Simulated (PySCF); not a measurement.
Si(H)(Cl) anion (ClHSi), SMILES Cl[SiH] (connectivity only; charge and spin as stated), charge -1, multiplicity 2. Atoms are numbered in the order given.

```xyz
3

Si     0.1109     1.1978     0.0000
H     -1.4425     1.3698     0.0000
Cl    -0.0064    -1.0670     0.0000
```
Charge -1, spin multiplicity 2.

Geometry optimised at PBE-D3(BJ)/def2-TZVPD. The spin state was assumed, not searched. The isomer is the one that the SMILES or the coordinates give; other isomers of the formula were not compared.

Method: r2SCAN/def2-TZVPD (PySCF).

Mulliken values depend strongly on the basis, most of all with diffuse functions as here. ESP charges are fitted to the potential on shells at 1.4 to 2.0 van der Waals radii. Atomic charges (e):

```
atom  meta-Löwdin  ESP fit  Mulliken  Mulliken spin
----  -----------  -------  --------  -------------
Si1         -0.37        ?     -0.49           1.00
H2          -0.15        ?     -0.05          -0.04
Cl3         -0.48        ?     -0.45           0.04
```

Question: Complete the blanks. (Estimate from the structure and the level; the computed values follow.)

Answer: 
- Si1, ESP fit: -0.63
- H2, ESP fit: -0.03
- Cl3, ESP fit: -0.33
